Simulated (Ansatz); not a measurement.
`F[Si](F)(Cl)Br` + `C[S][GeH2][Cl]` → `F[Si](F)(Cl)[S][GeH2][Cl]` + `CBr`  (formal exchange of groups at the Si–Br bond)

Isolated molecules relaxed with PBE0-D4/def2-TZVP in Ansatz; ΔE leaves out vibrations. CCSD(T)/CBS adds triple-zeta CCSD(T) − MP2 to the extrapolated MP2 energy (def2 sets, frozen cores). For Br, Ge outer-core shells are correlated without core-valence functions, which leaves a few kJ/mol of doubt a bond. Scalar relativity is left out up to krypton. Each species was taken in one conformer, which may not be the lowest.

```csv
level,ΔE (kcal/mol)
SCS-MP2/def2-TZVPP,6.9
SCS-MP2/def2-QZVPP,7.4
```

Q: What does CCSD(T)/CBS give? (An estimate is asked.)

A: The calculation gave: +7.7 kcal/mol. The listed levels differ from it by -0.8, -0.3 kcal/mol.

Largest T1 diagnostic among the species: 0.011.

The D4 term adds −1.7 kcal/mol with B3LYP and −1.0 kcal/mol with PBE0; it sums over pairs of atoms, weighted by their polarisabilities, and B3LYP, whose exchange is more repulsive, gets the larger term. In def2-TZVPP, CCSD(T) changes the Hartree–Fock value by −1.7 kcal/mol (the triples alone add −0.4 kcal/mol) and MP2 by −1.3 kcal/mol.

B3LYP here is the variant with VWN-RPA as its local correlation; programs differ in this.
